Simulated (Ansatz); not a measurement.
Reaction (ligand exchange at the Si–C bond): `C=C1OC1[SiH3]` + `N=C(F)CN` → `NC/C(F)=N/[SiH3]` + `C=C1CO1`

Gas-phase electronic energies from Ansatz, PBE0-D4/def2-TZVP geometries. CBS: MP2 limit from def2 TZ/QZ plus the TZ coupled-cluster correction, frozen cores. DFT in def2-TZVPP. B3LYP here is the variant with VWN-RPA as its local correlation; programs differ in this. One conformer a species, not always the lowest.

| level | ΔE (kJ/mol) | difference from CCSD(T)/CBS |
| --- | --- | --- |
| B3LYP-D4 | -54.1 | -3.2 |
| r2SCAN | -53.2 | -2.3 |
| HF/def2-TZVPP | -63.4 | -12.5 |
| MP2/def2-TZVPP | -53.9 | -3.0 |
| CCSD/def2-TZVPP | -51.7 | -0.8 |
| HF/def2-QZVPP | -64.3 | -13.4 |
| MP2/def2-QZVPP | -54.6 | -3.7 |
| SCS-MP2/def2-QZVPP | -55.1 | -4.2 |
| MP2/CBS(def2) | -54.5 | -3.6 |
| CCSD/CBS(def2) | -52.3 | -1.4 |
| CCSD(T)/CBS | -50.9 | 0 |

Largest T1 diagnostic among the species: 0.014.

In def2-TZVPP, CCSD(T) changes the Hartree–Fock value by +13.1 kJ/mol (the triples alone add +1.5 kJ/mol) and MP2 by +9.5 kJ/mol.

CCSD(T)/CBS has its own doubt, a few kJ/mol and more with outer-core shells, so smaller differences from it don't rank the levels.
